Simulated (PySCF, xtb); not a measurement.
octafluoropropane (C3F8), SMILES FC(C(F)(F)C(F)(F)F)(F)F.

GFN2-xTB (xtb) at its own geometry gives an orbital gap of 11.55 eV and a dipole moment of 0.02 D.

Geometry optimised at PBE-D3(BJ)/def2-SVP.

Task: What does PBE/def2-SVP in PySCF give? (Estimate from the structure and the level; the computed values follow.)

Result: gap 8.79 eV (levels -8.71 and 0.08 eV), dipole 0.09 D.
